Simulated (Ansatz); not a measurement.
# Swapping OH for Cl on Sn: the dipole moment

Gas-phase molecules. On one Sn centre, n of the OH ligands are replaced by Cl. The dipole moment y in D at wB97M-V/def2-TZVPP. Shapes: PBE0-D4/def2-TZVP. Flexible molecules stand in one conformer, not always the lowest. Programs: Ansatz 0.2.0.

```
 molecule  n  y (D)
  Sn(OH)3  0   1.20
Sn(OH)2Cl  1      ?
Sn(OH)Cl2  2   2.47
    SnCl3  3   2.06
```

Question: Fit y = c + s·n to the known rows and predict Sn(OH)2Cl.

Answer: 
1. Means of the 3 rows: n = 1.66667, y = 1.910.
2. Σ(Δn)² = 4.6667, Σ(Δn·Δy) = 1.57, so the slope is 1.57/4.6667 = 0.33643.
3. Intercept: 1.910 − (0.33643) × 1.66667 = 1.349. The largest residual of the fit is 0.45.
4. Sn(OH)2Cl: 1.349 + (0.33643) × 1 = 1.69 D.

The run gave 2.50 D, so the prediction is off by -0.81 D, more than the largest residual. The steps per swap are uneven (+1.30, -0.03, -0.41), so a line is a poor model. Dipoles add as vectors. Other levels give for Sn(OH)2Cl: r2SCAN-D4/def2-TZVPP 2.41; B3LYP-D4/def2-TZVPP 2.44 D. Open shells run unrestricted. For atoms past krypton def2 sets carry core potentials with scalar relativity. The series isn't monotonic at this level.
